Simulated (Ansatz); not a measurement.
Two members of one family (Series SiH2MeX), computed with Ansatz in the gas phase; def2 core potentials for I, no spin–orbit coupling. The two geometries come from different levels. Binding counts from free atoms in the multiplicity of their measured ground term, without zero-point energy. The structures are stationary points that may keep the symmetry of their start.

First: SiH2MeI (singlet, charge 0, r2SCAN-D4/def2-TZVP geometry).

Cartesian coordinates in Å:
```
Si 0.683 -0.280 0.404
H 0.564 -1.639 0.986
H 1.243 0.642 1.420
C -0.949 0.330 -0.250
H -1.680 0.380 0.564
H -1.335 -0.340 -1.020
H -0.847 1.327 -0.682
I 2.320 -0.420 -1.422
```

| level | HOMO (eV) | LUMO (eV) | gap (eV) | binding per atom (eV) |
| --- | --- | --- | --- | --- |
| PBE-D4/def2-SVP | -6.28 | -1.11 | 5.17 | 3.33 |
| PBE-D4/def2-TZVPD | -6.43 | -1.38 | 5.05 | 3.34 |
| r2SCAN-D4/def2-TZVP | -6.70 | -0.94 | 5.77 | 3.34 |
| PBE0-D4/def2-SVP | -7.46 | -0.27 | 7.19 | 3.32 |
| HSE06-D4/def2-TZVP | -7.15 | -0.80 | 6.35 | 3.33 |

Second: SiH2Me(NCO) (singlet, charge 0, PBE-D4/def2-SVP geometry).

```
atom   x (Å)   y (Å)   z (Å)
 Si1  -0.519   0.619  -0.155
  H2  -0.308   2.050   0.256
  H3  -1.752   0.532  -1.010
  C4  -0.661  -0.499   1.348
  H5  -1.526  -0.192   1.972
  H6   0.254  -0.441   1.970
  H7  -0.811  -1.553   1.043
  N8   0.839   0.134  -1.122
  C9   1.780  -0.173  -1.814
 O10   2.703  -0.479  -2.488
```

Estimate how these quantities change from the first to the second (second minus first).


```json
{"level": "PBE-D4/def2-SVP", "Δ HOMO (eV)": "-0.64", "Δ LUMO (eV)": "0.89", "Δ gap (eV)": "1.53", "Δ binding per atom (eV)": "1.04"}
{"level": "PBE-D4/def2-TZVPD", "Δ HOMO (eV)": "-0.72", "Δ LUMO (eV)": "0.58", "Δ gap (eV)": "1.30", "Δ binding per atom (eV)": "1.00"}
{"level": "r2SCAN-D4/def2-TZVP", "Δ HOMO (eV)": "-0.71", "Δ LUMO (eV)": "0.77", "Δ gap (eV)": "1.49", "Δ binding per atom (eV)": "0.89"}
{"level": "PBE0-D4/def2-SVP", "Δ HOMO (eV)": "-0.89", "Δ LUMO (eV)": "0.96", "Δ gap (eV)": "1.85", "Δ binding per atom (eV)": "0.93"}
{"level": "HSE06-D4/def2-TZVP", "Δ HOMO (eV)": "-0.92", "Δ LUMO (eV)": "0.76", "Δ gap (eV)": "1.68", "Δ binding per atom (eV)": "0.90"}
```
